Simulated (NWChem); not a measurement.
Everything below was run with NWChem. System: C2H8Si2, charge 0, spin multiplicity 1, displaced from the optimised geometry. The structure started from a generated list of species.

Job file:

```
start mol
memory heap 200 mb stack 800 mb global 1000 mb
geometry units angstroms nocenter noautoz noautosym
  C      2.606467    -0.722956    -0.016693
  C      1.656043     0.259579    -0.057088
  Si    -0.080501     0.055453    -0.842524
  Si    -1.809421     0.182186     0.830727
  H      3.602445    -0.564661     0.466287
  H      2.435571    -1.732203    -0.466444
  H      1.901277     1.245905     0.416226
  H     -0.330383     1.157335    -1.868300
  H     -0.152205    -1.292749    -1.550687
  H     -1.676273    -0.964778     1.824984
  H     -3.189655     0.108650     0.188013
  H     -1.706932     1.495824     1.597774
end
basis spherical
  * library def2-svp
end
dft
  xc pbe0
  semidirect memsize 60000000 filesize 0
  iterations 100
  convergence nodiis damp 40
end
task dft gradient
```

The output up to the point where the run's verdict is printed (cleaned and shortened):

```
             Northwest Computational Chemistry Package (NWChem) 7.3.0
             --------------------------------------------------------

                                NWChem Input Module
                                -------------------

 Scaling coordinates for geometry "geometry" by  1.889725989
 (inverse scale =  0.529177249)

                             Geometry "geometry" -> ""
                             -------------------------

 Output coordinates in angstroms (scale by  1.889725989 to convert to a.u.)

  No.       Tag          Charge          X              Y              Z
 ---- ---------------- ---------- -------------- -------------- --------------
    1 C                    6.0000     2.60646700    -0.72295600    -0.01669300
    2 C                    6.0000     1.65604300     0.25957900    -0.05708800
    3 Si                  14.0000    -0.08050100     0.05545300    -0.84252400
    4 Si                  14.0000    -1.80942100     0.18218600     0.83072700
    5 H                    1.0000     3.60244500    -0.56466100     0.46628700
    6 H                    1.0000     2.43557100    -1.73220300    -0.46644400
    7 H                    1.0000     1.90127700     1.24590500     0.41622600
    8 H                    1.0000    -0.33038300     1.15733500    -1.86830000
    9 H                    1.0000    -0.15220500    -1.29274900    -1.55068700
   10 H                    1.0000    -1.67627300    -0.96477800     1.82498400
   11 H                    1.0000    -3.18965500     0.10865000     0.18801300
   12 H                    1.0000    -1.70693200     1.49582400     1.59777400

 Effective nuclear repulsion energy (a.u.)     190.1791861788

            Nuclear Dipole moment (a.u.)
            ----------------------------
        X                 Y               Z
 ---------------- ---------------- ----------------
    -0.0000056692     0.0000132281     0.0000170075


 Summary of "ao basis" -> "" (spherical)
 ------------------------------------------------------------------------------
       Tag                 Description            Shells   Functions and Types
[...]
 d= 0,ls=0.0         52   -507.7225432418 -1.73D+02  3.71D-01              54.5
 d= 0,ls=0.0         53   -335.0480974445  1.73D+02  3.71D-01              55.5
 d= 0,ls=0.0         54   -507.7225432418 -1.73D+02  3.71D-01              56.5
 d= 0,ls=0.0         55   -335.0480974445  1.73D+02  3.71D-01              57.4
 d= 0,ls=0.0         56   -507.7225432418 -1.73D+02  3.71D-01              58.3
 d= 0,ls=0.0         57   -335.0480974445  1.73D+02  3.71D-01              59.2
 d= 0,ls=0.0         58   -507.7225432418 -1.73D+02  3.71D-01              60.2
 d= 0,ls=0.0         59   -335.0480974445  1.73D+02  3.71D-01              61.1
 d= 0,ls=0.0         60   -507.7225432418 -1.73D+02  3.71D-01              62.1
 d= 0,ls=0.0         61   -335.0480974445  1.73D+02  3.71D-01              63.0
 d= 0,ls=0.0         62   -507.7225432418 -1.73D+02  3.71D-01              64.0
 d= 0,ls=0.0         63   -335.0480974445  1.73D+02  3.71D-01              64.9
 d= 0,ls=0.0         64   -507.7225432418 -1.73D+02  3.71D-01              65.9
 d= 0,ls=0.0         65   -335.0480974445  1.73D+02  3.71D-01              66.9
 d= 0,ls=0.0         66   -507.7225432418 -1.73D+02  3.71D-01              67.8
 d= 0,ls=0.0         67   -335.0480974445  1.73D+02  3.71D-01              68.8
 d= 0,ls=0.0         68   -507.7225432418 -1.73D+02  3.71D-01              69.8
 d= 0,ls=0.0         69   -335.0480974445  1.73D+02  3.71D-01              70.8
 d= 0,ls=0.0         70   -507.7225432418 -1.73D+02  3.71D-01              71.8
 d= 0,ls=0.0         71   -335.0480974445  1.73D+02  3.71D-01              72.9
 d= 0,ls=0.0         72   -507.7225432418 -1.73D+02  3.71D-01              74.0
 d= 0,ls=0.0         73   -335.0480974445  1.73D+02  3.71D-01              75.2
 d= 0,ls=0.0         74   -507.7225432418 -1.73D+02  3.71D-01              76.4
 d= 0,ls=0.0         75   -335.0480974445  1.73D+02  3.71D-01              77.5
 d= 0,ls=0.0         76   -507.7225432418 -1.73D+02  3.71D-01              78.7
 d= 0,ls=0.0         77   -335.0480974445  1.73D+02  3.71D-01              79.8
 d= 0,ls=0.0         78   -507.7225432418 -1.73D+02  3.71D-01              81.0
 d= 0,ls=0.0         79   -335.0480974445  1.73D+02  3.71D-01              81.9
 d= 0,ls=0.0         80   -507.7225432418 -1.73D+02  3.71D-01              82.8
 d= 0,ls=0.0         81   -335.0480974445  1.73D+02  3.71D-01              83.8
 d= 0,ls=0.0         82   -507.7225432418 -1.73D+02  3.71D-01              84.9
 d= 0,ls=0.0         83   -335.0480974445  1.73D+02  3.71D-01              85.9
 d= 0,ls=0.0         84   -507.7225432418 -1.73D+02  3.71D-01              86.9
 d= 0,ls=0.0         85   -335.0480974445  1.73D+02  3.71D-01              88.0
 d= 0,ls=0.0         86   -507.7225432418 -1.73D+02  3.71D-01              89.1
 d= 0,ls=0.0         87   -335.0480974445  1.73D+02  3.71D-01              90.2
 d= 0,ls=0.0         88   -507.7225432418 -1.73D+02  3.71D-01              91.3
 d= 0,ls=0.0         89   -335.0480974445  1.73D+02  3.71D-01              92.3
 d= 0,ls=0.0         90   -507.7225432418 -1.73D+02  3.71D-01              93.3
 d= 0,ls=0.0         91   -335.0480974445  1.73D+02  3.71D-01              94.3
 d= 0,ls=0.0         92   -507.7225432418 -1.73D+02  3.71D-01              95.3
 d= 0,ls=0.0         93   -335.0480974445  1.73D+02  3.71D-01              96.4
 d= 0,ls=0.0         94   -507.7225432418 -1.73D+02  3.71D-01              97.5
 d= 0,ls=0.0         95   -335.0480974445  1.73D+02  3.71D-01              98.4
 d= 0,ls=0.0         96   -507.7225432418 -1.73D+02  3.71D-01              99.5
 d= 0,ls=0.0         97   -335.0480974445  1.73D+02  3.71D-01             100.4
 d= 0,ls=0.0         98   -507.7225432418 -1.73D+02  3.71D-01             101.5
 d= 0,ls=0.0         99   -335.0480974444  1.73D+02  3.71D-01             102.5
 d= 0,ls=0.0        100   -507.7225432418 -1.73D+02  3.71D-01             103.5
```

Convergence was not reached. The next line reads: Calculation failed to converge. NWChem stopped with the message: dft gradient failed.
